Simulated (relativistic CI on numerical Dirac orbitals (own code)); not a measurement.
## d5 in a ligand field

Computed with a parametric ligand-field model of a d^n configuration (Racah B and C, spin-orbit zeta, crystal field), exact diagonalisation.

Field parameters in Wybourne normalisation: D3d B²₀ = −7Dσ, B⁴₀ = −14Dq − 21Dτ, B⁴₃ = −14√(10/7) Dq; D4h B²₀ = −7Ds, B⁴₀ = 21(Dq − Dt), B⁴₄ = 21√(5/14) Dq; Oh B⁴₀ = 21Dq, B⁴₄ = √(5/14) B⁴₀; Td as Oh with Dq negative (B⁴₀ = 21Dq, B⁴₄ = √(5/14) B⁴₀). The field is a parameter set, without covalency.

Q: Ground term and bands for B = 620, C = 2880, ζ = 0 cm⁻¹, D4h, 10Dq = 15800, Ds = -1500, Dt = 10 cm⁻¹?

A: Ground term 6A1 with 2.00 electrons in the two orbitals of the cubic e set. Spin-allowed: none. Lowest spin-forbidden: 2E 3087 cm⁻¹ (3239 nm), 4B2 5867 cm⁻¹ (1705 nm), 4E 6509 cm⁻¹ (1536 nm). A high-spin d5 ion has no spin-allowed d-d band, hence its pale colour.

Q: Ground term and bands for B = 440, C = 2040, ζ = 0 cm⁻¹, D3d, 10Dq = 13700, Dσ = -1200, Dτ = 100 cm⁻¹?

A: Ground term 2A1 with 0.04 electrons in the two orbitals of the cubic e set. Spin-allowed: 2E 1485 cm⁻¹, 2A2 12435 cm⁻¹ (804 nm), 2E 12883 cm⁻¹ (776 nm), 2A2 12902 cm⁻¹ (775 nm). Lowest spin-forbidden: 6A1 4054 cm⁻¹ (2467 nm), 4A2 5296 cm⁻¹ (1888 nm), 4E 5858 cm⁻¹ (1707 nm).

Q: Ground term and bands for B = 410, C = 1690, ζ = 0 cm⁻¹, Td, 10Dq = -3200 cm⁻¹?

A: Ground term 6A1 with 2.00 electrons in the two orbitals of the cubic e set. Spin-allowed: none. Lowest spin-forbidden: 4T1 10433 cm⁻¹ (958 nm), 4T2 11943 cm⁻¹ (837 nm), 4A1+E 12550 cm⁻¹ (797 nm). A high-spin d5 ion has no spin-allowed d-d band, hence its pale colour.

Q: Ground term and bands for B = 820, C = 4020, ζ = 0 cm⁻¹, D4h, 10Dq = 39200, Ds = -1500, Dt = 150 cm⁻¹?

A: Ground term 2E with 0.03 electrons in the two orbitals of the cubic e set. Spin-allowed: 2B2 4930 cm⁻¹ (2028 nm), 2A2 34192 cm⁻¹ (292 nm), 2B1 34335 cm⁻¹ (291 nm), 2E 35437 cm⁻¹ (282 nm). Lowest spin-forbidden: 4A2 20536 cm⁻¹ (487 nm), 4E 21300 cm⁻¹ (469 nm), 4B2 21543 cm⁻¹ (464 nm).

Q: Ground term and bands for B = 370, C = 1560, ζ = 0 cm⁻¹, Oh, 10Dq = 20800 cm⁻¹?

A: Ground term 2T2 with 0.03 electrons in the two orbitals of the cubic e set. Spin-allowed: 2A2 18717 cm⁻¹ (534 nm), 2T1 18849 cm⁻¹ (531 nm), 2T2 19915 cm⁻¹ (502 nm), 2E 20748 cm⁻¹ (482 nm). Lowest spin-forbidden: 4T1 13276 cm⁻¹ (753 nm), 4T2 16109 cm⁻¹ (621 nm), 6A1 21163 cm⁻¹ (473 nm).
